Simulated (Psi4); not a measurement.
Pair of molecules, SMILES F with SMILES [SiH4] (the first has 2 atoms); geometry from B3LYP-D3(BJ)/def2-TZVP, rigid monomers moved along the line of their centres of mass till H2···H4 is 2.01 Å.
(charge 0, multiplicity 1):
| atom | x (Å) | y (Å) | z (Å) |
|---|---|---|---|
| F | -0.2022 | -0.4294 | -0.4678 |
| H | -0.1008 | -0.7705 | 0.3912 |
| Si | -0.0268 | 0.1787 | 3.3230 |
| H | 0.0589 | -0.9735 | 2.3823 |
| H | 1.0609 | 1.1269 | 3.0083 |
| H | 0.1268 | -0.3535 | 4.6931 |
| H | -1.3452 | 0.8240 | 3.1603 |

All values below come from Psi4 with SAPT0/jun-cc-pV(D+d)Z.

### Question
Give the four SAPT terms and the total, and say what mostly holds the pair together.

### Answer
electrostatics -1.00, exchange 1.76, induction -1.06, dispersion -0.61, total -0.91 kcal/mol; the largest attraction is induction.
